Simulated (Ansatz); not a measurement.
`CB(C)N` + `[GaH3]` → `C[B](N)[GaH2]` + CH₄ at 400 K and 1 bar (formal exchange of groups at a B–C bond).

Isolated molecules relaxed with PBE0-D4/def2-TZVP in Ansatz; ΔE leaves out vibrations. CCSD(T)/CBS adds triple-zeta CCSD(T) − MP2 to the extrapolated MP2 energy (def2 sets, frozen cores). This one scheme is used for every species. For Ga outer-core shells are correlated without core-valence functions, which leaves a few kJ/mol of doubt a bond. Scalar relativity is left out up to krypton. One conformer a species, not always the lowest.

| species | CCSD(T)/CBS energy (Eh) | H − E (kJ/mol) | S (J/(mol·K)) |
| --- | --- | --- | --- |
| `CB(C)N` | -160.48988 | 305.4 | 342.9 |
| `[GaH3]` | -1925.70545 | 64.2 | 231.8 |
| `C[B](N)[GaH2]` | -2045.72929 | 246.7 | 384.8 |
| CH₄ | -40.46206 | 131.3 | 197.2 |

H − E and S are ideal-gas, rigid-rotor, harmonic terms from PBE0-D4/def2-TZVP, for one conformer and one mirror image of each species. 1 Eh = 2625.50 kJ/mol, R = 8.31446 J/(mol·K).

**Question.** By hand: ΔE, ΔH, ΔS and ΔG.

**Answer.** ΔE = (-2045.72929) + (-40.46206) − (-160.48988) − (-1925.70545) = 0.00398 Eh = 10.4 kJ/mol. Δ(H − E) = 246.7 + 131.3 − 305.4 − 64.2 = 8.4, so ΔH = 18.8 kJ/mol. ΔS = 384.8 + 197.2 − 342.9 − 231.8 = 7.3 J/(mol·K). ΔG = 18.8 − 400 × (7.3)/1000 = 15.9 kJ/mol.

**Question.** By hand: the equilibrium constant, and the temperature at which ΔG would vanish if ΔH and ΔS stayed fixed.

**Answer.** log₁₀ K = −ΔG/(RT ln 10) = -2.1. ΔG = 0 at ΔH/ΔS = 2575 K, far beyond where these terms or the molecules hold.

The number of gas molecules stays the same, so ΔS is small and ΔH decides. A doubt of 5 kJ/mol in ΔE shifts log₁₀ K by 0.7 here. Other conformers and mirror images would add mixing entropy, several J/(mol·K) or more a flexible species. These are equilibria of isolated gas molecules and say nothing of rates. Largest T1 diagnostic: 0.013 (customary marks: 0.02 for closed shells, 0.045 for open ones).
